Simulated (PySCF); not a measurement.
C₉H₁₀SSi, SMILES `Cc1cc([SiH3])cc2ccsc12`, neutral singlet in the gas phase. 

Cartesian coordinates (Å):
```xyz
21

C     -1.2881     2.5494    -0.2058
C     -0.5689     1.2334    -0.0973
C      0.8201     1.1412    -0.0277
C      1.5048    -0.0967     0.0755
Si     3.3815    -0.1367     0.1620
C      0.7644    -1.2802     0.1099
C     -0.6418    -1.2384     0.0424
C     -1.5922    -2.3226     0.0611
C     -2.8827    -1.8943    -0.0235
S     -3.0248    -0.1559    -0.1306
C     -1.2840     0.0215    -0.0603
H     -1.9747     2.6964     0.6454
H     -1.9022     2.5906    -1.1215
H     -0.5838     3.3929    -0.2273
H      1.3949     2.0725    -0.0549
H      3.8814     0.6412     1.3354
H      3.8360    -1.5521     0.2867
H      3.9896     0.4630    -1.0638
H      1.2646    -2.2492     0.1894
H     -1.3080    -3.3731     0.1350
H     -3.7860    -2.5030    -0.0301
```
Charge 0, multiplicity 1.

All levels are single points at this geometry (B3LYP-D3(BJ)/def2-SVP); Pople sets use spherical d functions. Orbital energies aren't observables, and empty levels follow the basis.

```csv
level,HOMO (eV),LUMO (eV),gap (eV),dipole (D),"vertical IE, Delta-SCF (eV)"
M06-2X/def2-TZVP in PySCF,-7.39,-0.20,7.18,0.85,8.20
B3LYP/3-21G in PySCF,-6.04,-0.72,5.32,0.69,–
B3LYP/6-311+G** in PySCF,-6.21,-1.16,5.05,0.89,–
B3LYP/6-31G* in PySCF,-5.94,-0.73,5.21,0.91,7.73
B3LYP/LANL2DZ in PySCF,-6.11,-0.91,5.20,0.48,–
HF/6-31G* in PySCF,-8.03,2.86,10.89,0.74,–
```
